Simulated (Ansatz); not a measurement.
Basis-set extrapolation for `C[Si](C)(F)[AlH2]` (PBE0-D4/def2-TZVP geometry, frozen core, the Gaussian-basis code of Ansatz). Multiplicity 1, RHF reference.

|  | def2-TZVPP | def2-QZVPP |
| --- | --- | --- |
| HF | -710.848110 | -710.872896 |
| MP2 correlation | -0.805512 | -0.867879 |
| CCSD(T) correlation | -0.890433 | not run |

Energies in hartree. Use E(X) = E(∞) + A·exp(−7.88·√X) for Hartree–Fock and E(X) = E(∞) + B·X^(−2.97) for correlation, with X = 3 and 4, and add CCSD(T) minus MP2 of the smaller set to the MP2 limit.

Problem. What is the CCSD(T) energy at the basis-set limit?

Solution. HF limit: -710.872896 + (-0.024786) × 0.13774 = -710.87631. MP2 limit: -0.867879 + (-0.062367) × 0.74074 = -0.91408. Higher-order term: -0.890433 − (-0.805512) = -0.08492. Total: -711.87531 hartree, 3.72 eV below CCSD(T)/def2-TZVPP.
